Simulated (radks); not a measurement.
Values are calculated unless marked as measured or tabulated.
Ionisation of the indium ion In3+, [Kr] 4d10, to In4+, [Kr] 4d9, under several functionals. Dirac Kohn-Sham, spin-unpolarised, spherical densities, finite nucleus; open shells fill j = l - 1/2 first; a radial shooting solver on a logarithmic mesh with Libxc functionals.

functional,E(In3+) (hartree),Exc (hartree),IE (eV),-e(HOMO) (eV),<r> HOMO (bohr),IE error (eV)
OLYP,-5883.49147,-161.69056,56.230,47.705,1.151,+0.780
"LDA (Slater exchange, Perdew-Zunger correlation)",-5875.89521,-153.88632,56.223,47.756,1.158,+0.773
BP86,-5882.20316,-160.28761,56.073,47.597,1.156,+0.623
PBE,-5881.12713,-159.19739,56.004,47.522,1.156,+0.554
exchange-only LDA,-5871.35546,-149.28729,54.469,46.041,1.162,-0.981
BLYP,-5881.73135,-159.79206,55.859,47.391,1.159,+0.409
PBEsol,-5878.44950,-156.48288,55.981,47.504,1.156,+0.531
HCTH/407,-5884.89404,-163.18140,56.768,48.219,1.147,+1.318
"LDA (Slater exchange, VWN5 correlation)",-5875.91704,-153.90855,56.238,47.770,1.158,+0.788

NIST Atomic Spectra Database: 55.45 eV (measured). Closest: BLYP. The Delta-SCF values span 2.30 eV, the total energies 13.54 hartree. The highest occupied level is 4d5/2. Spin polarisation and multiplet splitting are left out, so open shells lie too high by an amount that depends on their filling.

Beside tabulated values, note that spin-unpolarised runs miss the spin-polarisation part of the exchange energy of open shells.
